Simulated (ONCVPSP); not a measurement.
## Reading a pseudo-wave (manganese (Mn))

Columns: radius, all-electron u(r) and pseudo u(r) of the 3s shell (level -81.62 eV) of manganese in the configuration [Ne] 3s2 3p6 3d6 4s1; PBE, scalar-relativistic, ONCV scheme, ONCVPSP 4.0.1.

| r (bohr) | all-electron | pseudo |
| --- | --- | --- |
| 0.072 | 0.0766 | 0.1434 |
| 0.145 | -0.5314 | 0.2893 |
| 0.217 | -0.6091 | 0.4332 |
| 0.290 | -0.3099 | 0.5770 |
| 0.362 | 0.1133 | 0.7129 |
| 0.435 | 0.5200 | 0.8391 |
| 0.507 | 0.8343 | 0.9461 |
| 0.580 | 1.0483 | 1.0306 |
| 0.652 | 1.1649 | 1.0859 |
| 0.725 | 1.2060 | 1.1111 |
| 0.798 | 1.1903 | 1.1057 |
| 0.870 | 1.1366 | 1.0728 |
| 0.942 | 1.0599 | 1.0177 |
| 1.015 | 0.9694 | 0.9450 |
| 1.088 | 0.8740 | 0.8618 |
| 1.160 | 0.7806 | 0.7755 |
| 1.232 | 0.6911 | 0.6894 |
| 1.305 | 0.6065 | 0.6061 |
| 1.378 | 0.5291 | 0.5290 |
| 1.450 | 0.4602 | 0.4601 |
| 1.522 | 0.3987 | 0.3986 |
| 1.595 | 0.3435 | 0.3435 |
| 1.668 | 0.2951 | 0.2951 |
| 1.740 | 0.2534 | 0.2534 |
| 1.812 | 0.2172 | 0.2171 |
| 1.885 | 0.1854 | 0.1853 |

(1) How many radial nodes do the two functions have?

(2) At about which radius was the pseudo-wave matched?

(3) Is the pseudo-wave norm-conserving?

Results:

(1) The all-electron 3s function has n − l − 1 = 2; the pseudo-wave has 0, since the states of the same l below it are removed with the core.

(2) 1.45 bohr. The columns agree to 0.0005 from 1.30 bohr on; several derivatives are matched, so the curves merge somewhat inside the radius.

(3) Yes: the ONCV scheme keeps the norm inside the radius equal to the all-electron one, which fixes the energy derivative of the logarithmic derivative at the level.
